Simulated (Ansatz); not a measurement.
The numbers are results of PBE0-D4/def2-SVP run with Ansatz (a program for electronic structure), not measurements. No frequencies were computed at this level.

Ansatz 0.2 input:
```yaml
crystal:
  periodic: [false, false, false]
  atoms:
    - { symbol: N, position_ang: [-5.154362, 0.911762, -0.206778] }
    - { symbol: Ge, position_ang: [-3.806013, -0.295527, -0.05003] }
    - { symbol: Ge, position_ang: [-1.602283, 0.527573, -0.62642] }
    - { symbol: Ge, position_ang: [0.382714, -0.819513, -0.445379] }
    - { symbol: Ge, position_ang: [2.493467, 0.200684, -0.977283] }
    - { symbol: Ge, position_ang: [4.408433, -1.21699, -1.316004] }
    - { symbol: C, position_ang: [6.079085, -0.243909, -1.808064] }
    - { symbol: O, position_ang: [6.972216, -0.049821, -1.033438] }
    - { symbol: H, position_ang: [-5.334389, 1.253995, -1.141729] }
    - { symbol: H, position_ang: [-5.102973, 1.713721, 0.407862] }
    - { symbol: H, position_ang: [-4.241007, -1.443825, -0.926053] }
    - { symbol: H, position_ang: [-3.895365, -0.758264, 1.382672] }
    - { symbol: H, position_ang: [-1.348134, 1.822194, 0.135796] }
    - { symbol: H, position_ang: [-1.642586, 1.086969, -2.043218] }
    - { symbol: H, position_ang: [0.482852, -1.421695, 0.9447] }
    - { symbol: H, position_ang: [0.228371, -2.073856, -1.287641] }
    - { symbol: H, position_ang: [2.347098, 1.068221, -2.215963] }
    - { symbol: H, position_ang: [2.845508, 1.246589, 0.061634] }
    - { symbol: H, position_ang: [4.130879, -2.197333, -2.438308] }
    - { symbol: H, position_ang: [4.720634, -2.077182, -0.118851] }
    - { symbol: H, position_ang: [6.14649, 0.146663, -2.845062] }
basis:
  gaussian: { orbitals: def2-svp }
hamiltonian:
  xc: pbe0
  dispersion: d4
relax:
  max_steps: 150
```

Output:

```
[...]
these checks for a lower state are left out or cut short: starts, cluster_reference, orbital_swaps, neighbouring_geometries, increment
2867 factors; integrals over basis functions are off by at most 3.9e-4 eV
mean field evaluation 160: about -287297.7318 eV, gradient 4.3e-5 eV
mean field -287297.73180074 eV, -10557.9969062802 hartree, gradient 1.1e-5 eV, S^2 0.000000; 0 other end points of the search recorded, 0 dependent functions left out
reference -287297.73184826 eV, -10557.9969080265 hartree; 97, 97 occupied and 170, 170 virtual orbitals, 2867 factors
relax step  22: F+E_penalty+E_count = -287298.23670187 eV  Δ(F+E_penalty+E_count) = -7.677e-5 eV  max|allowed force component| = 2.319e-2 eV/Å  Δτ_max = 0.0187 Å  (33 SCF iters, accepted)
these checks for a lower state are left out or cut short: starts, cluster_reference, orbital_swaps, neighbouring_geometries, increment
2867 factors; integrals over basis functions are off by at most 3.9e-4 eV
mean field -287297.73194757 eV, -10557.9969116763 hartree, gradient 1.7e-5 eV, S^2 0.000000; 0 other end points of the search recorded, 0 dependent functions left out
reference -287297.73199511 eV, -10557.9969134232 hartree; 97, 97 occupied and 170, 170 virtual orbitals, 2867 factors
relax step  23: F+E_penalty+E_count = -287298.23691742 eV  Δ(F+E_penalty+E_count) = -2.156e-4 eV  max|allowed force component| = 3.824e-3 eV/Å  Δτ_max = 0.0126 Å  (27 SCF iters, accepted)
these checks for a lower state are left out or cut short: starts, cluster_reference, orbital_swaps, neighbouring_geometries, increment
2867 factors; integrals over basis functions are off by at most 3.9e-4 eV
mean field -287297.73206883 eV, -10557.9969161326 hartree, gradient 1.3e-5 eV, S^2 0.000000; 0 other end points of the search recorded, 0 dependent functions left out
reference -287297.73211642 eV, -10557.9969178812 hartree; 97, 97 occupied and 170, 170 virtual orbitals, 2867 factors
relax step  24: F+E_penalty+E_count = -287298.23701464 eV  Δ(F+E_penalty+E_count) = -9.722e-5 eV  max|allowed force component| = 1.573e-2 eV/Å  Δτ_max = 0.0211 Å  (32 SCF iters, accepted)
these checks for a lower state are left out or cut short: starts, cluster_reference, orbital_swaps, neighbouring_geometries, increment
2867 factors; integrals over basis functions are off by at most 3.9e-4 eV
mean field -287297.73222071 eV, -10557.9969217138 hartree, gradient 1.1e-5 eV, S^2 0.000000; 0 other end points of the search recorded, 0 dependent functions left out
reference -287297.73226835 eV, -10557.9969234648 hartree; 97, 97 occupied and 170, 170 virtual orbitals, 2867 factors
relax step  25: F+E_penalty+E_count = -287298.23708478 eV  Δ(F+E_penalty+E_count) = -7.014e-5 eV  max|allowed force component| = 1.992e-2 eV/Å  Δτ_max = 0.0301 Å  (32 SCF iters, accepted)
these checks for a lower state are left out or cut short: starts, cluster_reference, orbital_swaps, neighbouring_geometries, increment
2867 factors; integrals over basis functions are off by at most 3.8e-4 eV
mean field -287297.73220313 eV, -10557.9969210677 hartree, gradient 1.2e-5 eV, S^2 0.000000; 0 other end points of the search recorded, 0 dependent functions left out
reference -287297.73225085 eV, -10557.9969228216 hartree; 97, 97 occupied and 170, 170 virtual orbitals, 2867 factors
relax step  26: F+E_penalty+E_count = -287298.23693716 eV  Δ(F+E_penalty+E_count) = +1.476e-4 eV  max|allowed force component| = 5.383e-2 eV/Å  Δτ_max = 0.0361 Å  (33 SCF iters, rejected (line search))
these checks for a lower state are left out or cut short: starts, cluster_reference, orbital_swaps, neighbouring_geometries, increment
2867 factors; integrals over basis functions are off by at most 3.8e-4 eV
mean field evaluation 192: about -287297.7311 eV, gradient 7.1e-1 eV
mean field -287297.73238297 eV, -10557.9969276768 hartree, gradient 1.2e-5 eV, S^2 0.000000; 0 other end points of the search recorded, 0 dependent functions left out
reference -287297.73243066 eV, -10557.9969294295 hartree; 97, 97 occupied and 170, 170 virtual orbitals, 2867 factors
relax step  27: F+E_penalty+E_count = -287298.23714440 eV  Δ(F+E_penalty+E_count) = -5.962e-5 eV  max|allowed force component| = 1.769e-2 eV/Å  Δτ_max = 0.0176 Å  (27 SCF iters, accepted)
these checks for a lower state are left out or cut short: starts, cluster_reference, orbital_swaps, neighbouring_geometries, increment
2867 factors; integrals over basis functions are off by at most 3.8e-4 eV
mean field -287297.73244363 eV, -10557.9969299060 hartree, gradient 1.4e-5 eV, S^2 0.000000; 0 other end points of the search recorded, 0 dependent functions left out
reference -287297.73249136 eV, -10557.9969316600 hartree; 97, 97 occupied and 170, 170 virtual orbitals, 2867 factors
relax step  28: F+E_penalty+E_count = -287298.23719394 eV  Δ(F+E_penalty+E_count) = -4.954e-5 eV  max|allowed force component| = 1.957e-2 eV/Å  Δτ_max = 0.0167 Å  (27 SCF iters, accepted)
these checks for a lower state are left out or cut short: starts, cluster_reference, orbital_swaps, neighbouring_geometries, increment
2867 factors; integrals over basis functions are off by at most 3.8e-4 eV
mean field -287297.73235014 eV, -10557.9969264703 hartree, gradient 1.7e-5 eV, S^2 0.000000; 0 other end points of the search recorded, 0 dependent functions left out
reference -287297.73239788 eV, -10557.9969282247 hartree; 97, 97 occupied and 170, 170 virtual orbitals, 2867 factors
relax step  29: F+E_penalty+E_count = -287298.23719368 eV  Δ(F+E_penalty+E_count) = +2.689e-7 eV  max|allowed force component| = 1.489e-2 eV/Å  Δτ_max = 0.0156 Å  (27 SCF iters, rejected (line search))
these checks for a lower state are left out or cut short: starts, cluster_reference, orbital_swaps, neighbouring_geometries, increment
2867 factors; integrals over basis functions are off by at most 3.8e-4 eV
mean field -287297.73230922 eV, -10557.9969249665 hartree, gradient 1.1e-5 eV, S^2 0.000000; 0 other end points of the search recorded, 0 dependent functions left out
reference -287297.73235696 eV, -10557.9969267209 hartree; 97, 97 occupied and 170, 170 virtual orbitals, 2867 factors
relax step  30: F+E_penalty+E_count = -287298.23706746 eV  Δ(F+E_penalty+E_count) = +1.265e-4 eV  max|allowed force component| = 5.713e-2 eV/Å  Δτ_max = 0.0075 Å  (33 SCF iters, rejected (line search))
these checks for a lower state are left out or cut short: starts, cluster_reference, orbital_swaps, neighbouring_geometries, increment
2867 factors; integrals over basis functions are off by at most 3.8e-4 eV
mean field -287297.73246020 eV, -10557.9969305149 hartree, gradient 1.9e-5 eV, S^2 0.000000; 0 other end points of the search recorded, 0 dependent functions left out
reference -287297.73250792 eV, -10557.9969322689 hartree; 97, 97 occupied and 170, 170 virtual orbitals, 2867 factors
relax step  31: F+E_penalty+E_count = -287298.23724731 eV  Δ(F+E_penalty+E_count) = -5.337e-5 eV  max|allowed force component| = 9.911e-3 eV/Å  Δτ_max = 0.0036 Å  (26 SCF iters, accepted)
these checks for a lower state are left out or cut short: starts, cluster_reference, orbital_swaps, neighbouring_geometries, increment
2867 factors; integrals over basis functions are off by at most 3.8e-4 eV
mean field evaluation 224: about -287297.7325 eV, gradient 1.5e-3 eV
mean field -287297.73247408 eV, -10557.9969310251 hartree, gradient 1.6e-5 eV, S^2 0.000000; 0 other end points of the search recorded, 0 dependent functions left out
reference -287297.73252183 eV, -10557.9969327800 hartree; 97, 97 occupied and 170, 170 virtual orbitals, 2867 factors
relax step  32: F+E_penalty+E_count = -287298.23728427 eV  Δ(F+E_penalty+E_count) = -3.695e-5 eV  max|allowed force component| = 1.230e-2 eV/Å  Δτ_max = 0.0165 Å  (27 SCF iters, accepted)
these checks for a lower state are left out or cut short: starts, cluster_reference, orbital_swaps, neighbouring_geometries, increment
2867 factors; integrals over basis functions are off by at most 3.7e-4 eV
mean field -287297.73248804 eV, -10557.9969315380 hartree, gradient 1.7e-5 eV, S^2 0.000000; 0 other end points of the search recorded, 0 dependent functions left out
reference -287297.73253581 eV, -10557.9969332938 hartree; 97, 97 occupied and 170, 170 virtual orbitals, 2867 factors
relax step  33: F+E_penalty+E_count = -287298.23730831 eV  Δ(F+E_penalty+E_count) = -2.404e-5 eV  max|allowed force component| = 1.938e-2 eV/Å  Δτ_max = 0.0175 Å  (27 SCF iters, accepted)
these checks for a lower state are left out or cut short: starts, cluster_reference, orbital_swaps, neighbouring_geometries, increment
2867 factors; integrals over basis functions are off by at most 3.7e-4 eV
mean field -287297.73250509 eV, -10557.9969321648 hartree, gradient 1.8e-5 eV, S^2 0.000000; 0 other end points of the search recorded, 0 dependent functions left out
reference -287297.73255288 eV, -10557.9969339210 hartree; 97, 97 occupied and 170, 170 virtual orbitals, 2867 factors
relax step  34: F+E_penalty+E_count = -287298.23732448 eV  Δ(F+E_penalty+E_count) = -1.618e-5 eV  max|allowed force component| = 1.917e-2 eV/Å  Δτ_max = 0.0101 Å  (26 SCF iters, accepted)
these checks for a lower state are left out or cut short: starts, cluster_reference, orbital_swaps, neighbouring_geometries, increment
2867 factors; integrals over basis functions are off by at most 3.7e-4 eV
mean field -287297.73252658 eV, -10557.9969329545 hartree, gradient 1.1e-5 eV, S^2 0.000000; 0 other end points of the search recorded, 0 dependent functions left out
reference -287297.73257438 eV, -10557.9969347112 hartree; 97, 97 occupied and 170, 170 virtual orbitals, 2867 factors
relax step  35: F+E_penalty+E_count = -287298.23734475 eV  Δ(F+E_penalty+E_count) = -2.026e-5 eV  max|allowed force component| = 1.291e-2 eV/Å  Δτ_max = 0.0117 Å  (27 SCF iters, accepted)
these checks for a lower state are left out or cut short: starts, cluster_reference, orbital_swaps, neighbouring_geometries, increment
2867 factors; integrals over basis functions are off by at most 3.7e-4 eV
mean field -287297.73253480 eV, -10557.9969332565 hartree, gradient 2.5e-5 eV, S^2 0.000000; 0 other end points of the search recorded, 0 dependent functions left out
reference -287297.73258260 eV, -10557.9969350133 hartree; 97, 97 occupied and 170, 170 virtual orbitals, 2867 factors
relax step  36: F+E_penalty+E_count = -287298.23735671 eV  Δ(F+E_penalty+E_count) = -1.196e-5 eV  max|allowed force component| = 5.816e-3 eV/Å  Δτ_max = 0.0060 Å  (26 SCF iters, accepted)
these checks for a lower state are left out or cut short: starts, cluster_reference, orbital_swaps, neighbouring_geometries, increment
2867 factors; integrals over basis functions are off by at most 3.7e-4 eV
mean field evaluation 256: about -287297.7325 eV, gradient 2.5e-5 eV
mean field -287297.73252090 eV, -10557.9969327456 hartree, gradient 2.4e-5 eV, S^2 0.000000; 0 other end points of the search recorded, 0 dependent functions left out
reference -287297.73256872 eV, -10557.9969345030 hartree; 97, 97 occupied and 170, 170 virtual orbitals, 2867 factors
relax step  37: F+E_penalty+E_count = -287298.23737896 eV  Δ(F+E_penalty+E_count) = -2.225e-5 eV  max|allowed force component| = 3.804e-3 eV/Å  Δτ_max = 0.0111 Å  (26 SCF iters, accepted)
2867 factors; integrals over basis functions are off by at most 3.7e-4 eV
mean field -287297.73252090 eV, -10557.9969327456 hartree, gradient 2.4e-5 eV, S^2 0.000000; 1 other end points of the search recorded, 0 dependent functions left out
reference -287297.73256872 eV, -10557.9969345030 hartree; 97, 97 occupied and 170, 170 virtual orbitals, 2867 factors
Total energy: -287298.23742678 eV, -10558.0154876946 hartree
Atom 0 at    -5.104120     0.804832    -0.048016 Å, force    -0.003049    -0.003658     0.001012 eV/Å
Atom 1 at    -3.650878    -0.328561    -0.072735 Å, force     0.003248    -0.001213    -0.002407 eV/Å
Atom 2 at    -1.528030     0.730150    -0.646894 Å, force     0.000266    -0.000656     0.002975 eV/Å
Atom 3 at     0.343055    -0.816844    -0.639722 Å, force    -0.000039     0.000432    -0.001343 eV/Å
Atom 4 at     2.428358     0.283569    -1.212293 Å, force    -0.000315    -0.002876     0.002509 eV/Å
Atom 5 at     4.291548    -1.274334    -1.189704 Å, force     0.003412     0.000495    -0.001650 eV/Å
Atom 6 at     5.980909    -0.300410    -1.652287 Å, force    -0.003804     0.000702    -0.003232 eV/Å
Atom 7 at     6.699482     0.168522    -0.813307 Å, force     0.001246     0.001714     0.002878 eV/Å
Atom 8 at    -5.303841     1.235849    -0.947607 Å, force     0.000308     0.001405    -0.001988 eV/Å
Atom 9 at    -5.033460     1.546640     0.644540 Å, force     0.000240     0.003303     0.001561 eV/Å
Atom 10 at    -3.960585    -1.427176    -1.107810 Å, force    -0.001377    -0.000579     0.001440 eV/Å
Atom 11 at    -3.542676    -0.943803     1.335750 Å, force    -0.000438     0.000400    -0.001242 eV/Å
Atom 12 at    -1.216490     1.868789     0.349948 Å, force     0.000904     0.001798     0.001050 eV/Å
Atom 13 at    -1.617270     1.373892    -2.048799 Å, force    -0.000503     0.000345    -0.001611 eV/Å
Atom 14 at     0.486983    -1.460526     0.755303 Å, force    -0.000088    -0.000602     0.001196 eV/Å
Atom 15 at     0.087535    -1.953829    -1.651644 Å, force    -0.000278    -0.001161    -0.000920 eV/Å
Atom 16 at     2.311902     0.909380    -2.617883 Å, force     0.000192     0.000998    -0.002134 eV/Å
Atom 17 at     2.714360     1.419301    -0.209992 Å, force     0.000900     0.001001     0.000621 eV/Å
Atom 18 at     4.045776    -2.382228    -2.235868 Å, force    -0.000919     0.000159    -0.000062 eV/Å
Atom 19 at     4.458227    -1.893094     0.207853 Å, force    -0.000070    -0.000143     0.000490 eV/Å
Atom 20 at     6.219848    -0.179662    -2.746392 Å, force     0.000164    -0.001864     0.000856 eV/Å
Dipole moment:    -0.417021     0.079735    -0.277453 e Å
```

Cost: very roughly 30 core-minutes.
